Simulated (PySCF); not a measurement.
I2Y, neutral, multiplicity 2. Atoms are numbered in the order given.

```xyz
3

Y      0.0000     0.0000     0.9215
I      0.0000    -2.4996    -0.3391
I      0.0000     2.4996    -0.3391
```
Charge 0, spin multiplicity 2.

Geometry optimised at r2SCAN-D4/def2-SVP. The def2 effective core potentials stand for the cores of I, Y; spin–orbit coupling is left out.

Level of theory: r2SCAN/def2-TZVPD (PySCF).

Mulliken values depend strongly on the basis, most of all with diffuse functions as here. ESP charges are fitted to the potential on shells at 1.4 to 2.0 van der Waals radii. Atomic charges (e):

| atom | ESP fit | Mulliken | Mulliken spin |
|---|---|---|---|
| Y1 | 0.57 | 0.54 | 1.04 |
| I2 | -0.28 | -0.27 | -0.02 |
| I3 | -0.28 | -0.27 | -0.02 |
